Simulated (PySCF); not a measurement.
Isomers of C4H10OSi, one GFN2-xTB conformer each. Single-point energies are computed at PBE0/pcSseg-1 (PySCF, gas phase, no added dispersion term), electronic only.

Task: Rank them by PBE0/pcSseg-1 energy, lowest first (kcal/mol).
A. `[CH3:1][CH2:2][CH2:3][C:4](=[O:5])[SiH3:6]` with C1–C2–C3–C4 -176°, C2–C3–C4–O5 -122°
B. `[CH3:1][SiH2:2][CH2:3][CH2:4][CH:5]=[O:6]` with C1–Si2–C3–C4 180°, Si2–C3–C4–C5 180°, C3–C4–C5–O6 -126°
C. `[CH3:1][Si@@H:2]1[CH2:3][CH2:4][CH2:5][O:6]1` with C1–Si2–C3–C4 -102°, Si2–C3–C4–C5 -31°, C3–C4–C5–O6 41°, C4–C5–O6–Si2 -31°
D. `[CH2:1]=[CH:2][CH2:3][SiH2:4][O:5][CH3:6]` with C1–C2–C3–Si4 105°, C2–C3–Si4–O5 62°, C3–Si4–O5–C6 -179°
E. `[CH2:1]1[CH2:2][SiH2:3][CH2:4][CH2:5][O:6]1` with O6–C1–C2–Si3 56°, C1–C2–Si3–C4 -41°, C2–Si3–C4–C5 41°, Si3–C4–C5–O6 -56°
F. `[CH3:1][O:2][C@@H:3]1[CH2:4][Si@H:5]1[CH3:6]` with C1–O2–C3–C4 160°
G. `[CH3:1][O:2][C@@H:3]1[CH2:4][C@@H:5]1[SiH3:6]` with C1–O2–C3–C4 -79°

Result: C (0.0), D (31.3), B (31.5), E (32.9), A (43.1), F (63.0), G (64.1).

As drawn, the lowest has an Si–O bond, which the highest lacks; the highest has a three-membered ring, which the lowest lacks. Neighbours under 2.5 kcal/mol apart (C=CC[SiH2]OC and C[SiH2]CCC=O; C[SiH2]CCC=O and C1C[SiH2]CCO1; CO[C@@H]1C[Si@H]1C and CO[C@@H]1C[C@@H]1[SiH3]) can change places with a better method, another conformer or zero-point energy. GFN2-xTB itself gives, in the same order: 0.0, 20.7, 46.8, 30.6, 39.4, 72.4, 46.6. Both levels put the same isomer lowest; measured from each level's own lowest isomer, the values differ by up to 17.5 kcal/mol (CO[C@@H]1C[C@@H]1[SiH3]: 46.6 against 64.1).

Task: Which frontier levels, dipoles and rotational constants go with these structures?

Result: 
| SMILES | HOMO (eV, PBE0/pcSseg-1) | LUMO (eV) | dipole (D) | A, B, C (MHz) |
| --- | --- | --- | --- | --- |
| C[Si@@H]1CCCO1 | -7.68 | 1.20 | 1.45 | 4920, 2363, 1951 |
| C=CC[SiH2]OC | -7.02 | 0.26 | 1.22 | 5998, 1408, 1266 |
| C[SiH2]CCC=O | -7.27 | -0.60 | 3.10 | 10471, 952.4, 915.8 |
| C1C[SiH2]CCO1 | -7.30 | 1.12 | 0.91 | 3927, 2993, 1889 |
| CCCC(=O)[SiH3] | -6.77 | -1.09 | 2.72 | 4420, 1553, 1234 |
| CO[C@@H]1C[Si@H]1C | -6.13 | 0.82 | 1.85 | 5390, 1692, 1455 |
| CO[C@@H]1C[C@@H]1[SiH3] | -7.32 | 1.27 | 1.99 | 4644, 2027, 1617 |
